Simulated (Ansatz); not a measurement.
Stepwise reaction of `[NH2][Ti]([NH2])([OH])[F]` with hydrogen chloride, as a gas-phase model of exchange steps in deposition or etching. ΔE in kJ/mol; ΔG adds harmonic PBE0-D4 terms to CCSD(T)/CBS, at 1 bar.

Calculated with Ansatz (gas phase, PBE0-D4/def2-TZVP geometries, no zero-point term in ΔE). CBS: MP2 limit from def2 TZ/QZ plus the TZ coupled-cluster correction, frozen cores. This one scheme is used for every species. Functionals use def2-TZVPP. B3LYP here is the variant with VWN-RPA as its local correlation; programs differ in this. For Ti outer-core shells are correlated without core-valence functions, which leaves a few kJ/mol of doubt a bond. Scalar relativity is left out up to krypton. Each species was taken in one conformer, which may not be the lowest.

```json
{"step": "2", "reaction": "`[NH2][Ti]([OH])([F])[Cl]` + HCl → `[OH][Ti]([F])([Cl])[Cl]` + NH₃", "PBE-D4": "-77.4", "B3LYP-D4": "-74.5", "ωB97M-V": "-72.2", "CCSD(T)/CBS": "-71.4", "ΔG(400 K)": "-61.3"}
```

**Question.** Give the row of step 1, `[NH2][Ti]([NH2])([OH])[F]` + HCl → `[NH2][Ti]([OH])([F])[Cl]` + NH₃. (An estimate is asked.)

**Answer.** Computed: 
| step | reaction | PBE-D4 | B3LYP-D4 | ωB97M-V | CCSD(T)/CBS | ΔG(400 K) |
| --- | --- | --- | --- | --- | --- | --- |
| 1 | `[NH2][Ti]([NH2])([OH])[F]` + HCl → `[NH2][Ti]([OH])([F])[Cl]` + NH₃ | -93.1 | -92.9 | -91.9 | -89.7 | -85.6 |

**Question.** By hand: ΔE of the 2 steps together at CCSD(T)/CBS.

**Answer.** (-89.7) + (-71.4) = -161.1 kJ/mol, or -80.6 kJ/mol a step.

In ΔE each step is higher than the one before. All are downhill at CCSD(T)/CBS. ΔG lies between -85.6 and -61.3 kJ/mol a step. PBE-D4 differs from CCSD(T)/CBS by -6.0 to -3.4 kJ/mol a step. Only this route is followed, and other bonds may react first. Isolated molecules leave out the surface, adducts and barriers. Largest T1 diagnostic: 0.024.
